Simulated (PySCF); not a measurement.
CH₃Cl₂In, SMILES [CH3][In]([Cl])[Cl].

Geometry: B3LYP-D3(BJ)/def2-SVP. The structure was generated by enumeration; whether it is a known compound was not checked. The def2 effective core potentials stand for the cores of In; spin–orbit coupling is left out.

Two levels are set side by side: TDDFT-PBE/def2-SVPD (PySCF) and TDDFT-ωB97X/def2-SVPD (PySCF). Vertical, same geometry. The lowest singlet is HOMO−1→LUMO 97 % with PBE and HOMO→LUMO+1 96 % with the other functional; states are paired by order. Differences are taken from unrounded values.

```tsv
quantity	TDDFT-ωB97X
lowest singlet excitation (eV)	6.01
lowest triplet excitation (TDA) (eV)	5.10
first bright state (f over 0.05) (eV)	6.10
its oscillator strength	0.18
```

Q: What does TDDFT-PBE give, and how far is it from TDDFT-ωB97X? (The exact figures need the calculation; the answer reports its results.)

A: 
```
quantity                               TDDFT-PBE  TDDFT-PBE minus TDDFT-ωB97X
-------------------------------------  ---------  ---------------------------
lowest singlet excitation (eV)              4.64                        -1.37
lowest triplet excitation (TDA) (eV)        4.20                        -0.90
first bright state (f over 0.05) (eV)       4.76                        -1.34
its oscillator strength                     0.05                        -0.12
```

A lower first singlet is the usual sign of a functional without exact exchange. Differences between two approximate levels are no errors against the true value.

Rough cost on one machine, each run with all the roots and properties that it gave: TDDFT-ωB97X against TDDFT-PBE about 3 times.
